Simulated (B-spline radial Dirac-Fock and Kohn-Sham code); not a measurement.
# The L3 (2p3/2) hole of praseodymium ions: width and yield against charge

The computed values come from a radial atomic solver: independent-particle radiative and Coulomb Auger rates from relativistic LDA hole-state orbitals, with Dirac-Fock energies. Tabulated ground configurations, configuration averages; single configurations, so decays that open only by mixing (as 1s 2s² with 1s 2p² in Be-like ions) are missing and such tiny yields are far too low.

```tsv
ion	configuration	radiative (eV)	non-radiative (eV)	yield
Pr	[Xe] 4f3 6s2	0.415	2.86	0.126
Pr⁺	[Xe] 4f3 6s1	0.415	2.86	0.126
Pr²⁺	[Xe] 4f3	0.415	2.87	0.126
Pr³⁺	[Xe] 4f2	0.415	2.88	0.126
Pr⁴⁺	[Xe] 4f1	0.416	2.90	0.126
Pr⁵⁺	[Kr] 4d10 5s2 5p6	0.418	2.91	0.125
Pr⁶⁺	[Kr] 4d10 4f1 5s2 5p4	0.417	2.89	0.126
Pr⁷⁺	[Kr] 4d10 4f1 5s2 5p3	0.418	2.89	0.126
```
